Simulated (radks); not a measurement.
Results of a calculation; reference values are marked as such.
Excited configurations of the lead ion Pb3+: one electron is placed in a higher orbital outside [Xe] 4f14 5d10. The ground configuration is [Xe] 4f14 5d10 6s1. Level of theory: scalar-relativistic Kohn-Sham, PBE, spin-polarised, spherical densities, point nucleus; open shells are filled with parallel spins first (spin-orbit coupling, left out, can overturn this in heavy ions) (a radial shooting solver on a logarithmic mesh with Libxc functionals). Excitation = E - E(ground); binding = E(ion) - E, where the ion is the core of charge +4; n* = 4/sqrt(2 binding) in atomic units, and the quantum defect is n - n*.

outer orbital  excitation (eV)  binding (eV)     n*  quantum defect
5f                      27.500        15.450  3.754           1.246
6p                      11.503        31.448  2.631           3.369
6d                      23.377        19.574  3.335           2.665
6f                      32.580        10.371  4.582           1.418
7s                      22.825        20.126  3.289           3.711
7p                      26.546        16.405  3.643           3.357
7d                      31.164        11.787  4.298           2.702
7f                      35.740         7.211  5.495           1.505

The Delta-SCF ionisation energy is 42.951 eV (NIST Atomic Spectra Database: 42.333 eV, measured). Self-interaction in the functional shifts the binding energies and quantum defects, so they are the method's values and not measured ones.
